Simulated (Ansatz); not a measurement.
Two isomers of C3H8SSi: A = `CC[Si]SC`, B = `C=C[SiH](C)S`.

Program: Ansatz. Geometries: PBE0-D4/def2-TZVP. ΔE: electronic, gas phase. CBS: MP2 limit from def2 TZ/QZ plus the TZ coupled-cluster correction, frozen cores. Functionals use def2-TZVPP. B3LYP here is the variant with VWN-RPA as its local correlation; programs differ in this. Each species was taken in one conformer, which may not be the lowest.

A:

Z-matrix (Å, degrees):
```
C
C 1 1.533
H 1 1.093 2 111.8
H 1 1.094 2 111.6 3 119.7
H 1 1.093 2 111.4 3 -120.5
Si 2 1.911 1 108.6 3 -64.9
H 2 1.093 1 110.7 3 60.7
H 2 1.095 1 109.3 3 178.3
S 6 2.119 2 102.7 1 88.1
C 9 1.815 6 112.3 2 4.5
H 10 1.090 9 107.0 6 -174.3
H 10 1.089 9 110.6 6 67.1
H 10 1.088 9 111.2 6 -55.2
```

B:

Z-matrix (Å, degrees):
```
Si
C 1 1.856
S 1 2.147 2 110.5
C 1 1.864 2 112.8 3 117.3
H 1 1.489 2 106.9 3 -120.2
C 2 1.331 1 122.4 3 118.9
H 2 1.089 1 119.1 3 -60.4
H 3 1.343 1 94.6 2 -54.9
H 4 1.092 1 110.8 2 -58.5
H 4 1.092 1 110.9 2 -178.8
H 4 1.093 1 110.2 2 61.3
H 6 1.087 2 122.4 1 -179.8
H 6 1.087 2 121.5 1 0.2
```

(1) Which is lower in electronic energy at CCSD(T)/CBS, and by how much? (Best estimate.)

(2) Give E(B) − E(A) in kcal/mol with B3LYP-D4, r2SCAN-D4, HF/def2-TZVPP, CCSD/def2-TZVPP, CCSD(T)/def2-SVP, LDA (SPW92), PBE0-D4. (Best estimate.)

(3) Does the order hold for the free energy at 298.15 K (harmonic terms from PBE0-D4)? (An estimate is asked.)

Largest T1 diagnostic: 0.014.

Results:

(1) Ansatz gave: B, by 24.0 kcal/mol.

(2) Ansatz gave: B3LYP-D4 -22.6, r2SCAN-D4 -24.1, HF/def2-TZVPP -30.5, CCSD/def2-TZVPP -24.5, CCSD(T)/def2-SVP -21.3, LDA (SPW92) -17.0, PBE0-D4 -21.0. None reverses the order clearly.

(3) The calculation gave: Yes: G(B) − G(A) = -28.2 kcal/mol, for one conformer each.

At CCSD(T), def2-SVP lies +2.7 kcal/mol from the extrapolated value and def2-TZVPP +0.2 kcal/mol. Leaving LDA and LC-ωPBE aside and taking each functional with its dispersion term where it has one, the values, not all of them listed here, spread over 6.6 kcal/mol, from BHLYP-D4 to revPBE-D4. LDA lies +2.4 kcal/mol from PBE without D4.
